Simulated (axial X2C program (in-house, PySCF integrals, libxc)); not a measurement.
## Worked dissociation energy of SrN⁺: MP2, with spin–orbit coupling

All values were computed with an in-house relativistic program for diatomic molecules. Two-component (2c) means X2C with spin–orbit coupling and atomic mean-field two-electron Coulomb and Gaunt terms. Basis: Sr dyall-cv3z [13s12p8d5f1g], N dyall-av3z [7s7p3d2f] (cores contracted in-house); Gaussian nuclei, density fitting, unrestricted open shells. Masses: Sr 87.906 u, N 14.003 u.

Molecular state: Ω = 1 (⟨Sz⟩ = 1.00, ⟨Lz⟩ = 0.00 at HF).

Correlated methods: 14 electrons correlated (number of frozen shells: Sr 3 s, 2 p, 1 d; N 1 s), 264 virtual spin orbitals or spinors in MP2.

| Item | Value |
| --- | --- |
| E(Sr+) (2M_J = 1) | -3176.211073 hartree |
| E(N) (2M_J = 3) | -54.530801 hartree |
| E(SrN⁺) at Re | -3230.777666 hartree |
| ωe | 460.4 cm⁻¹ |

Work out De and D0.

De = -3176.211073 + (-54.530801) − (-3230.777666) = 0.03579 hartree = 0.974 eV. The zero-point energy is ωe/2 = 230 cm⁻¹ = 0.029 eV, so D0 = 0.945 eV.

One determinant describes the state; a PBE0 search over occupations chose it and may have missed a lower one. De is counted from the lowest determinant-based energies of the atoms at the same level, without counterpoise correction. PBE0 can misorder states that lie within some tenths of an eV, so this need not be the ground state of the molecule. The nearest other 2c determinant of the search, Ω = 2, lies 0.33 eV up at the distance of the search. With several unpaired electrons one determinant need not be a pure state. Open-shell Ω = 0 determinants with evenly filled partner blocks cannot be reached by this program, so the Ω shown need not be the lowest component. This is the Ω = 1 component of a π² triplet; the 0⁺ component is not one determinant and can lie lowest.

Each atomic determinant is the lowest at this level and need not be a pure J level. Totals compare only within one Hamiltonian and basis.
